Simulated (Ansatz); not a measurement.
Reactions of `C=CCCC(=O)OCC`.

Computed with Ansatz on PBE0-D4/def2-TZVP structures; ΔE is electronic, products minus reactants. CCSD(T)/CBS adds triple-zeta CCSD(T) − MP2 to the extrapolated MP2 energy (def2 sets, frozen cores). This one scheme is used for every species, atoms too. No spin–orbit coupling; open shells (•) take unrestricted orbitals. Spin–orbit coupling would lower the free atoms: a little for C, O. One conformer a species, not always the lowest.

Task: Order these by ΔE at CCSD(T)/CBS, lowest first. (Estimate.)
A. `C=CCCC(=O)OCC` + CH₄ → `CCOC(=O)CC` + `C=CC`
B. `C=CCCC(=O)OCC` → 7 C• + 12 H• + 2 O•
C. `C=CCCC(=O)OCC` + `CCCl` → `CCOC(=O)CCCCl` + `C=CC`
D. `C=CCCC(=O)OCC` → `CC(=O)CC(=O)C(C)C`
E. `C=CCCC(=O)OCC` + H₂ → `CCOC(=O)CC` + `C=C`

Result: E (-11.5 kcal/mol), D (-6.7 kcal/mol), C (-1.0 kcal/mol), A (+2.1 kcal/mol), B (+2119.4 kcal/mol).

Largest T1 diagnostic: 0.014, for `CC(=O)CC(=O)C(C)C`.
